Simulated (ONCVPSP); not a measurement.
# boron (B), ONCV: configuration errors across variants

ONCVPSP 4.0.1 input, shortened (lines: element, Z, core and valence counts, functional; n l f; lmax; l rc ep ncon nbas qcut; lloc lpopt rc5 dvloc0; l nproj debl; icmod fcfact rcfact), LDA (Perdew-Zunger), scalar-relativistic:

```
  B 5.00    1    2        3      upf
    1    0    2.00
    2    0    2.00
    2    1    1.00
    1
    0    1.30    0.00    4    8    4.80
    1    2.10    0.00    3    6    5.50
    4    1    1.15    2.00
    0    3    1.90
    1    2    3.70
    1    0.70    0.00
```

All-electron excitation energies from the reference (eV): (1) 2s2 2p0 8.327; (2) 2s1 2p0 33.631; (3) 2s2 2p0.5 2.943; (4) 2s1 2p1 14.283.

A true bound ghost makes a file unfit for plane-wave use even where its test errors are small: the radial tests pick states by their node count and pass the ghost by.

Errors AE − PS in meV (a dash: test not solved or not reliable):

```csv
change,(1),(2),(3),(4),bound ghosts,GHOST(+) flags above zero
base,+25,+93,+3.4,-6.7,s,s
p: rc 1.56,+8.8,+46,+0.9,+1.5,s,s
p: rc 1.84,+17,+68,+2.1,-2.2,s,s
p: rc 2.42,+38,+127,+5.1,-14,s,s
p: rc 2.72,+48,+156,+6.6,-21,s,s
p: rc 2.94,+67,+211,+9.5,-31,s,s
```

Give the same row for: p: rc 2.16.

+27, +99, +3.7, -7.9; bound ghosts: s; GHOST(+) flags above zero: s.
